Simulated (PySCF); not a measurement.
## Basis and Hamiltonian dependence of the excitation energy of Re

Re [Xe] 4f14 5d5 6s2 (6S) → Re [Xe] 4f14 5d7 (4F). All values are computed (PySCF 2.14, energy differences of UHF-based or UKS calculations, no spin-orbit coupling). Values in eV.

| basis | Hamiltonian | functions | UHF | r2SCAN | PBE0 | MP2 (valence) | CCSD(T) (valence) |
| --- | --- | --- | --- | --- | --- | --- | --- |
| def2-TZVPPD with the def2 core potential (60 electrons) | ECP | 59 | 5.883 | 4.944 | 4.587 | 4.983 | 4.367 |
| aug-cc-pwCVDZ-PP with ECP60MDF | ECP | 70 | 5.930 | 4.984 | 4.596 | 5.156 | 4.460 |
| aug-cc-pVTZ-PP with ECP60MDF | ECP | 88 | 5.918 | 4.940 | 4.585 | 4.961 | 4.403 |
| def2-QZVPPD with the def2 core potential (60 electrons) | ECP | 91 | 5.886 | 4.945 | 4.590 | 4.910 | 4.366 |
| x2c-TZVPPall | spin-free X2C | 97 | 5.903 | 4.780 | 4.648 | 4.986 | 4.359 |
| x2c-TZVPPall with one added diffuse shell each of s, p, d, f type | spin-free X2C | 113 | 5.901 | 4.775 | 4.645 | 4.958 | 4.343 |
| aug-cc-pVTZ-PP with one added diffuse shell each of s, p, d, f, g type with ECP60MDF | ECP | 113 | 5.918 | 4.936 | 4.585 | 4.959 | n/a |
| aug-cc-pwCVTZ-PP with ECP60MDF | ECP | 122 | 5.921 | 4.943 | 4.588 | 4.903 | n/a |
| aug-cc-pVQZ-PP with ECP60MDF | ECP | 135 | 5.916 | 4.929 | 4.582 | 4.828 | n/a |

Frozen in the all-electron rows: valence: [Xe] 4f14; with a core potential, the same shells as far as they lie outside it.
